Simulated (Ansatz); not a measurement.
Cu(H) cation (CuH), SMILES [CuH] (connectivity only; charge and spin as stated), charge +1, multiplicity 2.

The structure is a stationary point at r2SCAN-D4/def2-TZVPD. The spin state was assumed, not searched.

Two levels are set side by side: PBE/def2-TZVPD (Ansatz, an electronic-structure program) and CAM-B3LYP/def2-TZVPD (Ansatz). Energy differences of separate SCF runs at the same geometry; the states with an electron removed or added have multiplicity 1 and 1. Differences are taken from unrounded values.

| quantity | CAM-B3LYP |
|---|---|
| vertical ionisation energy (eV) | 19.99 |
| vertical electron affinity (eV) | 9.50 |

Q: What does PBE give, and how far is it from CAM-B3LYP? (The exact figures need the calculation; the answer reports its results.)

A: 
```csv
quantity,PBE,PBE minus CAM-B3LYP
vertical ionisation energy (eV),19.78,-0.21
vertical electron affinity (eV),9.58,0.08
```

On these quantities the two levels nearly agree.
